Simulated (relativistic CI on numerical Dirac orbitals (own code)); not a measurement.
## Line list: Electric-dipole lines, Pr²⁶⁺

Method of calculation: Dirac-Coulomb-Breit CI, KLI orbitals optimised for each configuration, QED by a radiative potential, unscaled Slater integrals (own radial code, finite nucleus).

Configurations in the expansion (outside the closed core [Ar] 3d10): 4s2 4p3, 4s 4p4, 4s2 4p2 4d, 4p5, 4s 4p3 4d, 4s2 4p2 4f, 4s 4p3 4f, 4p4 4d, 4s 4p2 4d2, 4s2 4p 4d 4f, 4p4 4f, 4s2 4p 4d2, 4s2 4d3, 4s 4p 4d3, 4s2 4d2 4f, 4s 4p 4d2 4f, 4p3 4d2, 4p2 4d3, 4p2 4d2 4f. Double excitations out of closed p, d and f shells are left out; levels of such configurations are missing from the list, as are those of other unlisted configurations, and high levels can miss mixing partners.

```csv
λ vac (Å),Lower,Upper,A (s⁻¹),E lower (cm⁻¹),E upper (cm⁻¹)
87.106,4s 4p4 4P_5/2 [6],4s 4p3 4d 4D°_7/2 [77],3.34e+11,674085,1822110
87.120,4s2 4p2 4d 4F_9/2 [20],4s2 4p 4d2 2H°_11/2 [155],4.44e+11,1079219,2227060
87.885,4s2 4p2 4d 4F_5/2 [11],4s2 4p 4d2 4D°_5/2 [115],4.01e+11,898174,2036024
88.103,4s2 4p3 2P°_3/2 [1],4s2 4p2 4d 4D_5/2 [23],3.66e+11,0,1135030
88.182,4s 4p4 2D_5/2 [12],4s 4p3 4d 2F°_7/2 [123],3.32e+11,930102,2064126
88.444,4s2 4p3 2D°_5/2 [3],4s2 4p2 4d 2F_7/2 [36],6.13e+11,218059,1348716
88.456,4s2 4p3 4S°_3/2 [2],4s2 4p2 4d 2D_5/2 [35],2.35e+11,186735,1317239
88.912,4s2 4p3 4S°_3/2 [2],4s2 4p2 4d 2D_3/2 [34],3.95e+11,186735,1311449
89.511,4s2 4p3 2P°_1/2 [4],4s2 4p2 4d 2D_3/2 [38],4.11e+11,259278,1376457
89.726,4s2 4p2 4d 4F_9/2 [20],4s2 4p 4d2 4G°_9/2 [150],3.85e+11,1079219,2193720
90.249,4s2 4p3 2P°_3/2 [1],4s2 4p2 4d 2P_3/2 [22],2.72e+11,0,1108045
90.284,4s 4p4 4P_5/2 [6],4s 4p3 4d 4P°_5/2 [71],3.37e+11,674085,1781696
90.419,4s2 4p2 4d 4D_5/2 [23],4s2 4p 4d2 4D°_7/2 [162],5.58e+11,1135030,2240988
90.977,4s2 4p3 2D°_5/2 [3],4s2 4p2 4d 2D_5/2 [35],2.96e+11,218059,1317239
92.358,4s2 4p2 4d 2F_5/2 [15],4s2 4p2 4f 2G°_7/2 [130],3.99e+11,1005362,2088105
94.324,4s2 4p2 4d 2G_9/2 [32],4s2 4p2 4f 2H°_11/2 [185],4.63e+11,1287122,2347299
95.509,4s2 4p2 4d 2F_7/2 [31],4s2 4p2 4f 2G°_9/2 [177],4.46e+11,1274583,2321599
99.591,4s2 4p3 2P°_3/2 [5],4s2 4p2 4d 2D_5/2 [41],5.23e+11,449750,1453859
99.604,4s2 4p3 4S°_3/2 [2],4s2 4p2 4d 2D_5/2 [29],2.78e+11,186735,1190714
101.91,4s2 4p3 2P°_3/2 [5],4s2 4p2 4d 2D_3/2 [40],3.28e+11,449750,1430983
```

Terms are leading LS components. Brackets give the number of a level in order of energy, since labels repeat. The list gives strong lines, with weight on those to low levels, without lines whose two gauges differ by over a factor of 2.5, among the lowest 200 of 3430 levels, so that lines to higher ones, which can be the strongest, are missing. Levels whose partners in the same complex of configurations lie outside the list can be far off, and so can their lines. Rates are taken at the computed energies, electric ones in the length gauge.

At this charge energies of transitions that change n are usually good to better than 1 %, and those within a shell (Δn = 0) to a few per cent.

LS names give the leading component of a level, which can be under half, so a name can repeat, a term be missing and a line seem to break the LS rules.
